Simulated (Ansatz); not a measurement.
GaHClF, singlet: at the start structure of a reaction step.

in.yaml

```yaml
crystal:
  periodic: [false, false, false]
  atoms:
    - {symbol: Ga, position_ang: [-1.342558, -1.609843, -1.093677]}
    - {symbol: F, position_ang: [-0.244213, -0.179028, -0.900977]}
    - {symbol: H, position_ang: [0.545395, 0.653566, 0.447698]}
    - {symbol: Cl, position_ang: [1.041277, 1.135304, 1.547055]}
basis:
  gaussian: {orbitals: def2-SVP}
hamiltonian: {xc: pbe, dispersion: d4}
```

Run by:

```bash
ansatz run in.yaml --threads 2 --pin off --events-out ev --progress --plain --max-ram 4352MiB
```

Output of Ansatz 0.2.0:

```
Functional definition: PBE
  name "PBE"
  cite "Perdew, Burke & Ernzerhof, Phys. Rev. Lett. 77, 3865 (1996) doi:10.1103/PhysRevLett.77.3865"
  parent pbe
  parameter kappa = 0.804
  parameter beta = 0.06672455060314922
  exchange = pbe_x(kappa = kappa, mu = beta*pi^2/3)
  correlation = pbe_c(beta = beta)
756 factors; their error is unknown
mean field evaluation 1: about -67604.2803 eV, gradient 4.3e1 eV
mean field evaluation 2: about -67530.1639 eV, gradient 2.0e2 eV
mean field evaluation 4: about -67606.9028 eV, gradient 1.2e1 eV
mean field evaluation 8: about -67607.0999 eV, gradient 1.3e-1 eV
mean field -67607.05777359 eV, -2484.5135474698 hartree, gradient 3.3e-5 eV, S^2 0.000000; 0 other end points of the search recorded, 0 dependent functions left out
reference -67607.05780536 eV, -2484.5135486373 hartree; 29, 29 occupied and 40, 40 virtual orbitals, 756 factors
Total energy: -67607.11540960 eV, -2484.5156655540 hartree
```

The lines “mean field evaluation” count trial sets of orbitals through the whole run, from several starts and some on an approximate energy, so they need not fall steadily or lie above the final value.

Hardware: 2 CPU threads of an Arm Neoverse V1, shared host. Wall time about 0.55 s.
